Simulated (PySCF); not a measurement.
A calculated (PBE, PySCF 2.14, Sapporo-DZP-2012, scalar relativity by spin-free X2C-1e) atom or ion has these occupied shells.

| shell | electrons | orbital energy (eV) | rms radius, mean of both spins (bohr) |
| --- | --- | --- | --- |
| 1s α | 1 | -51.702 | 0.682 |
| 1s β | 1 | -51.474 | 0.682 |
| 2s α | 1 | -3.223 | 4.12 |

Name the element and its charge.

Li (lithium, neutral), in [He] 2s1, 2S determinant.
